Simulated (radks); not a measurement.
The numbers below are computed, except where a source is named.
Spherical quantum dot in the effective-mass picture: electrons in a well V = -V0 / (1 + exp((r - R)/a)) with V0 = 27.4, R = 2.13, a = 0.2, all in effective atomic units (hartree* = m*/eps^2 hartree, bohr* = eps/m* bohr), one dielectric constant everywhere. Level of theory: non-relativistic Kohn-Sham, PBE, spin-polarised, spherical densities (a radial shooting solver with Libxc functionals). Levels are named by radial order and angular momentum (1s, 1p, 1d, 2s, ...), and open shells are averaged over m. Results are scaled to m* = 0.04 and eps = 15.1, for which hartree* = 4.774 meV and bohr* = 19.98 nm. Each electron was tried in the lowest free levels, single moves between levels near the top were tried too, and the lowest total energy was kept; such a search can miss a lower state. The series stops at N = 31: beyond it a trial failed or the search could not be trusted, so later rows were left out. At N = 1 the Hartree and exchange-correlation terms need not cancel, so that row can carry a self-interaction error.

N,open shells,2S,E (meV),mu = E(N) - E(N-1) (meV),addition energy mu(N+1) - mu(N) (meV),e(HOMO) (meV),rms radius (nm)
1,"1s(up 1, down 0)",1,-123.695,-123.70,4.202,-122.10,20.37
2,none,0,-243.189,-119.49,9.359,-117.92,21.01
3,"1p(up 1, down 0)",1,-353.324,-110.13,3.076,-108.62,22.53
4,"1p(up 2, down 0)",2,-460.383,-107.06,3.168,-105.48,23.37
5,"1p(up 3, down 0)",3,-564.273,-103.89,4.142,-102.30,23.94
6,"1p(up 3, down 1)",2,-664.022,-99.748,2.966,-98.289,24.41
7,"1p(up 3, down 2)",1,-760.804,-96.782,3.053,-95.263,24.79
8,none,0,-854.532,-93.729,9.963,-92.190,25.11
9,"1d(up 1, down 0)",1,-938.297,-83.765,2.877,-82.331,25.59
10,"1d(up 2, down 0)",2,-1019.19,-80.888,2.893,-79.443,26.00
11,"1d(up 3, down 0)",3,-1097.18,-77.995,2.899,-76.546,26.35
12,"1d(up 4, down 0)",4,-1172.28,-75.095,2.900,-73.645,26.65
13,"1d(up 5, down 0)",5,-1244.47,-72.196,3.739,-70.746,26.92
14,"1d(up 5, down 1)",4,-1312.93,-68.457,2.797,-67.062,27.18
15,"1d(up 5, down 2)",3,-1378.59,-65.660,2.814,-64.255,27.41
16,"1d(up 5, down 3)",2,-1441.43,-62.846,2.822,-61.436,27.62
17,"1d(up 5, down 4)",1,-1501.46,-60.025,2.824,-58.613,27.81
18,none,0,-1558.66,-57.201,9.063,-55.789,28.00
19,"2s(up 1, down 0)",1,-1606.80,-48.138,3.951,-46.518,28.02
20,none,0,-1650.99,-44.187,3.229,-42.607,28.03
21,"1f(up 1, down 0)",1,-1691.94,-40.958,2.672,-39.612,28.26
22,"2s(up 1, down 0) 1f(up 3, down 0)",4,-1730.23,-38.285,2.545,-37.091,28.66
23,"2s(up 1, down 0) 1f(up 4, down 0)",5,-1765.97,-35.741,2.699,-34.391,28.85
24,"2s(up 1, down 0) 1f(up 5, down 0)",6,-1799.01,-33.042,2.696,-31.693,29.02
25,"2s(up 1, down 0) 1f(up 6, down 0)",7,-1829.36,-30.346,2.692,-29.000,29.19
26,"2s(up 1, down 0) 1f(up 7, down 0)",8,-1857.01,-27.654,3.466,-26.310,29.35
27,"2s(up 1, down 0) 1f(up 7, down 1)",7,-1881.20,-24.188,2.634,-22.872,29.51
28,"2s(up 1, down 0) 1f(up 7, down 2)",6,-1902.75,-21.554,2.636,-20.236,29.65
29,"2s(up 1, down 0) 1f(up 7, down 3)",5,-1921.67,-18.918,2.637,-17.599,29.79
30,"2s(up 1, down 0) 1f(up 7, down 4)",4,-1937.95,-16.281,2.636,-14.962,29.93
31,"2s(up 1, down 0) 1f(up 7, down 5)",3,-1951.60,-13.645,-,-12.327,30.06

All shells are closed at N = 2, 8, 18, 20 (there: 1s2 1p6 1d10 2s2); the second difference of the energy has clear peaks (12 % above both neighbours; the first and last values, which can be the largest, are not judged, and half-filled shells can peak too) at N = 2, 5, 8, 13, 18, 26.
